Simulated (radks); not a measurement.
Spherical jellium clusters: N electrons in a uniform positive sphere of charge N and radius rs N^(1/3), rs = 5.87 bohr. Calculated with a radial shooting solver with Libxc functionals: non-relativistic Kohn-Sham, LDA (Slater exchange, Perdew-Wang correlation), spin-polarised, spherical densities. Levels are named by radial order and angular momentum (1s, 1p, 1d, 2s, ...), and open shells are averaged over m.

N = 35, configuration 1s2 1p6 1d10 2s2 1f14 2p(up 1, down 0). This is the lowest configuration that the search found. Occupied and some empty levels:

level    occupation  eigenvalue (eV)  <r> (bohr)
1s up             1          -3.3968       10.93
1s down           1          -3.3423       11.48
1p up             3          -3.1037       13.38
1p down           3          -3.0766       13.61
1d up             5          -2.7570       14.73
1d down           5          -2.7419       14.81
2s up             1          -2.6543       11.41
2s down           1          -2.5871       11.03
1f up             7          -2.3457       15.65
1f down           7          -2.3354       15.68
2p up             1          -2.0870       12.25
2p down           0          -2.0169       12.30
1g up             0          -1.8706       16.41
1g down           0          -1.8619       16.41
2d up             0          -1.4710       13.81
2d down           0          -1.4213       14.00
3s up             0          -1.3739       13.23
3s down           0          -1.3338       13.27

Energy (eV): total -62.9975, kinetic 30.390, external -2080.6, Hartree 1039.9, exchange-correlation -94.303, background 1041.6.

Electron density:

r (bohr)  n(r) (e/bohr^3)
0.598            0.001491
2.85             0.001394
5.10             0.001194
7.36             0.001022
9.61             0.001058
11.9             0.001303
14.1             0.001469
16.4             0.001166
18.6            0.0005220
20.9            0.0001292
23.1           0.00002240
25.4            3.280e-06
27.6            4.407e-07
29.9            5.663e-08
